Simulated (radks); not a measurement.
Valence configurations of the praseodymium ion Pr2+ (all share [Xe]). Calculated with a radial shooting solver on a logarithmic mesh with Libxc functionals: scalar-relativistic Kohn-Sham, PBE, spin-unpolarised, spherical densities, point nucleus. Energies are relative to 4f3; eigenvalues in eV.

valence              E (eV)    e(4f)    e(5d)    e(6p)    e(6s)
4f3                   0.000  -13.839        -        -        -
4f2 5d1               2.222  -19.188  -14.965        -        -
4f2.5 6p0.5           2.862  -18.089        -  -10.758        -
4f2 6s1               3.487  -21.748        -        -  -15.127
4f1.5 5d0.5 6p1      10.725  -25.984  -18.296  -11.956        -
4f1 5d1 6s1          11.022  -28.338  -18.292        -  -15.801
4f1 6s2              13.851  -31.220        -        -  -16.979
4f0.5 5d1.5 6s1      16.759  -31.918  -19.091        -  -16.104
4f0.5 5d0.5 6s1 6p1  24.683  -35.903  -21.791  -13.232  -17.818
5d1.5 6s1.5          25.777        -  -20.867        -  -16.981

NIST lists [Xe] 4f3 as the ground configuration; this level of theory agrees among the configurations tried. The energies are those of spherical spin-averaged densities, not of single terms.
